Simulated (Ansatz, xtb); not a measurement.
## Relative energy of two isomers of ClFH3OSi2+

We compare I, `F[Si@H](Cl)O[SiH2+]`, a singlet, with II, `F[SiH2]O[SiH+]Cl`, a singlet. Both are isolated ions in the gas phase, relaxed with PBE0-D3(BJ)/def2-SVP; the shapes shown needn't be the lowest conformers.

I (Å):

```yaml
atoms:
  - { symbol: Cl, position_ang: [-2.0495, 1.1671, 3.5654] }
  - { symbol: F, position_ang: [-3.5575, 1.0318, 0.9853] }
  - { symbol: O, position_ang: [-1.2591, -0.1541, 1.0181] }
  - { symbol: Si, position_ang: [-2.6734, 0.1324, 1.9670] }
  - { symbol: Si, position_ang: [-0.2654, 0.1322, -0.1705] }
  - { symbol: H, position_ang: [-3.2696, -1.1790, 2.2270] }
  - { symbol: H, position_ang: [0.9386, -0.7131, -0.2426] }
  - { symbol: H, position_ang: [-0.5769, 1.2050, -1.1347] }
```

II (Å):

```
atom    x (Å)    y (Å)    z (Å)
  Cl   1.1103   0.3969  -0.1851
   F  -2.1353   1.6606  -1.9293
   O  -1.7853  -0.5978  -0.6676
  Si  -2.9576   0.3404  -1.5410
  Si  -0.3753  -0.8866  -0.0424
   H  -4.0155   0.6275  -0.5588
   H  -3.2777  -0.4698  -2.7273
   H  -0.1724  -2.1547   0.6666
```

Q: Estimate E(II) − E(I) at the level CCSD(T)/def2-SVP + ΔMP2/def2-TZVPP.

A: Calculated at CCSD(T)/def2-SVP + ΔMP2/def2-TZVPP: E(II) − E(I) = −2.7 kcal/mol, so structure II lies lower.

Level by level:

```
                             level              geometry  E(II) − E(I) (kcal/mol)  departure from the last row (kcal/mol)  job, with rough time for the two
              PBE0-D3(BJ)/def2-SVP  PBE0-D3(BJ)/def2-SVP                      −2.0                                    +0.8             optimisation, 4.5 min
                       HF/def2-SVP  PBE0-D3(BJ)/def2-SVP                      −0.3                                    +2.5           part of the CCSD(T) run
                      MP2/def2-SVP  PBE0-D3(BJ)/def2-SVP                      −2.5                                    +0.3           part of the CCSD(T) run
                  CCSD(T)/def2-SVP  PBE0-D3(BJ)/def2-SVP                      −2.6                                    +0.1                      single point
CCSD(T)/def2-SVP + ΔMP2/def2-TZVPP  PBE0-D3(BJ)/def2-SVP                      −2.7                                                        single point, 32 s
```

As drawn, both hold the same kinds of bond in the same numbers.

HF/def2-SVP finds them nearly level. The largest departure from CCSD(T)/def2-SVP + ΔMP2/def2-TZVPP is that of HF/def2-SVP, 2.5 kcal/mol. Levels run at GFN2-xTB geometries aren't shown. The last row adds to CCSD(T) the change of the MP2 difference between the two basis sets, here −0.1 kcal/mol.

With harmonic frequencies from PBE0-D3(BJ)/def2-SVP (ideal gas, rigid rotor, one conformer each, 298.15 K, 1 atm): on the last row, ΔE + ΔZPE = −2.2 kcal/mol. A mode under 50 cm⁻¹ makes harmonic enthalpies and free energies unreliable, so none is given.

The correlated steps freeze 17 core orbitals. Run with Ansatz 0.2.0; the last row on 1 thread of Intel(R) Xeon(R) Platinum 8488C (Sapphire Rapids) on a shared host.
